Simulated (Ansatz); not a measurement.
Total energies of C6H11F (`FC1CCCCC1`).

Cartesian coordinates in Å:
```
F 2.089 -0.642 -0.392
C 0.828 -0.663 -0.999
C -0.113 -1.459 -0.121
C -0.392 -0.755 1.200
C -0.894 0.665 0.973
C 0.088 1.463 0.127
C 0.368 0.766 -1.198
H 0.966 -1.160 -1.965
H -1.049 -1.598 -0.675
H 0.309 -2.454 0.045
H 0.531 -0.722 1.790
H -1.116 -1.331 1.783
H -1.867 0.629 0.466
H -1.062 1.165 1.932
H 1.028 1.579 0.675
H -0.294 2.471 -0.058
H 1.122 1.307 -1.776
H -0.543 0.740 -1.807
```

Total charge 0; spin multiplicity 1. The geometry is a stationary point of PBE0-D4/def2-TZVP. Basis def2-TZVPP, Ansatz 0.2.0.

RPA on PBE orbitals: Hartree–Fock energy of these orbitals -333.12468 Eh, correlation -2.08121 Eh (frozen core).

```
 functional  energy without D4 (Eh)  D4 term (kJ/mol)
LDA (SPW92)              -332.39871                 –
     r2SCAN              -335.06100             -10.5
       PBE0              -334.86614             -33.7
      B3LYP              -335.25606             -63.6
    r2SCAN0              -335.03233             -12.0
      BHLYP              -335.06157             -43.5
  CAM-B3LYP              -335.08972             -33.6
    LC-ωPBE              -335.05574                 –
    ωB97X-V              -335.15841                 –
   PBE-QIDH              -334.82609                 –
```

(1) Give the same for PBE, revPBE, BLYP, B97M-V, r2SCANh, HSE06 (plane-wave form), ωB97M-V, B2PLYP. (An estimate is asked.)

B3LYP takes the VWN-RPA correlation (the form of Gaussian; ORCA's B3LYP/G). HSE06 is the plane-wave form, built on full-range PBE exchange. The double hybrids freeze the cores in their second-order part.

Answers

(1) The calculation gave: 
```csv
functional,energy without D4 (Eh),D4 term (kJ/mol)
PBE,-334.82065,-40.2
revPBE,-335.13257,-137.0
BLYP,-335.09466,-89.5
B97M-V,-335.22371,–
r2SCANh,-335.04896,-10.9
HSE06 (plane-wave form),-334.84727,-31.1
ωB97M-V,-335.09960,–
B2PLYP,-334.96876,–
```

LC-ωPBE has ω = 0.4 bohr⁻¹.
